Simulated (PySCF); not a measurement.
H6Si2Te, SMILES [SiH3][Te][SiH3].

The structure is a stationary point at B3LYP-D3(BJ)/def2-SVP. The def2 effective core potentials stand for the cores of Te; spin–orbit coupling is left out.

Two levels are set side by side: TDA-PBE/def2-SVPD (PySCF) and TDA-B3LYP/def2-SVPD (PySCF). Vertical, same geometry. The lowest singlet is HOMO→LUMO 100 % with PBE and HOMO→LUMO 99 % with the other functional; states are paired by order. Differences are taken from unrounded values.

```json
[
 {"quantity": "lowest singlet excitation (eV)", "TDA-B3LYP": "4.11", "TDA-PBE": "3.97", "TDA-PBE minus TDA-B3LYP": "-0.14"},
 {"quantity": "lowest triplet excitation (TDA) (eV)", "TDA-B3LYP": "3.77", "TDA-PBE": "3.62", "TDA-PBE minus TDA-B3LYP": "-0.15"}
]
```

Functionals without exact exchange tend to place singlet excitations lower, as here. Differences between two approximate levels are no errors against the true value.

Rough cost on one machine, each run with all the roots and properties that it gave: TDA-B3LYP against TDA-PBE within a factor of 2.
